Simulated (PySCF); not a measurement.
1-bromo-1-fluoropropa-1,2-diene (C₃H₂BrF), SMILES C=C=C(Br)F.

Coordinates come from a PBE-D3(BJ)/def2-SVP optimisation.

The numbers are results of PBE-D3(BJ)/def2-SVP in PySCF, not measurements.

Frequencies are harmonic and unscaled.

List the normal modes with their intensities. (An estimate is asked for; the answer gives what the named calculation found.)


```tsv
mode	ν (cm⁻¹)	IR (km/mol)	moving atoms (share of kinetic energy)
1	141	0.7	C 52 %, F 17 %, Br 17 %, H 14 %
2	220	3.6	C 67 %, H 26 %
3	319	1.3	F 67 %, C 16 %, Br 15 %
4	426	6.5	C 72 %, Br 22 %
5	447	0.4	C 84 %, H 11 %
6	589	0.5	H 89 %
7	633	41.1	C 63 %, F 32 %
8	879	31.0	H 74 %, C 26 %
9	963	0.0	H 68 %, C 32 %
10	1027	198.9	C 73 %, F 21 %
11	1268	87.9	C 46 %, H 43 %, F 10 %
12	1423	63.8	C 49 %, H 48 %
13	2035	49.7	C 99 %
14	3035	6.0	H 95 %
15	3118	0.3	H 89 %, C 11 %
```
